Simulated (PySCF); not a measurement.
Compound: C7H9N.
SMILES with atom numbers: `[CH3:1][c:2]1[cH:3][cH:4][cH:5][cH:6][c:7]1[NH2:8]`

Geometry (GFN2-xTB, Å), atoms numbered from 1 in this order:
```
atom  x, y, z in Å
C1    -1.9017   -0.9472   -0.2079
C2    -0.4723   -0.5098   -0.0675
C3     0.5599   -1.4318   -0.1029
C4     1.8827   -1.0444    0.0321
C5     2.1845    0.2936    0.2102
C6     1.1705    1.2307    0.2449
C7    -0.1621    0.8478    0.1052
N8    -1.1682    1.7945    0.2116
H9    -2.4877   -0.6234    0.6522
H10   -1.9625   -2.0301   -0.2798
H11   -2.3535   -0.5229   -1.1070
H12    0.3228   -2.4781   -0.2370
H13    2.6699   -1.7824   -0.0004
H14    3.2114    0.6112    0.3179
H15    1.4026    2.2779    0.3835
H16   -2.0327    1.5767   -0.2563
H17   -0.8706    2.7500    0.0914
```

Definitions: NICS(0) = −σiso at the ring centroid; NICS(1) = −σiso and NICS(1)zz = −σzz at ±1 Å along the ring normal z. Level: GIAO PBE0/pcSseg-1 (PySCF, non-relativistic, gas phase) on the GFN2-xTB geometry, one conformer.

Ring bond lengths (Å), with Mayer bond orders in brackets: C2–C3 1.384 (1.48), C3–C4 1.385 (1.44), C4–C5 1.383 (1.43), C5–C6 1.381 (1.47), C6–C7 1.393 (1.36), C7–C2 1.403 (1.29).

Question: Give the NICS values of each ring in ppm.

Answer: 
```csv
ring,type,NICS(0),"NICS(1), two faces","NICS(1)zz, two faces",rms pucker (Å),"centre to ring atoms, mean (Å)"
C2–C3–C4–C5–C6–C7,6-membered carbocycle; formal bonds all aromatic,-8.7,-10.5 / -10.7,-25.7 / -25.9,0.00,1.39
```

Question: What can be read from them?

Answer: 
- C2–C3–C4–C5–C6–C7: mean NICS(1)zz -25.8 ppm, shielded. The ring is flat and has no four-coordinate atom; by the NICS criterion it is aromatic.

Question: How equal are the bonds by HOMA? Use HOMA with the parameters of Krygowski (1993).

Answer: 
- C2–C3–C4–C5–C6–C7: HOMA 0.98 = 1 − EN − GEO, with mean bond length 1.388 Å, EN = α(Ropt − mean)² = 0.000 and GEO = α × variance = 0.015. The geometric and the magnetic index point the same way.

Question: How shielded are the nuclei of the rings and their hydrogens (means over atoms taken as equivalent)?

Answer: 
```tsv
atoms	environment	σ isotropic (ppm)	principal values of the symmetric part, first atom (ppm)
C2	substituted aromatic carbon	63.1	-21.5, 38.4, 172.5
C3	aromatic CH carbon	51.0	-54.1, 50.1, 157.0
C4	aromatic CH carbon	64.4	-39.5, 56.6, 176.1
C5	aromatic CH carbon	53.9	-56.1, 42.6, 175.2
C6	aromatic CH carbon	69.6	-19.1, 66.2, 161.8
C7	aromatic carbon bearing nitrogen	36.7	-54.6, 13.0, 151.8
H12	aromatic hydrogen	24.37	20.7, 23.9, 28.5
H13	aromatic hydrogen	24.84	21.5, 26.0, 27.0
H14	aromatic hydrogen	24.39	21.2, 25.1, 26.9
H15	aromatic hydrogen	24.98	21.1, 25.0, 28.9
```

The run took 21 s on Arm Neoverse V2, one thread, shared host. This is the whole shielding run at PBE0/pcSseg-1, SCF included.
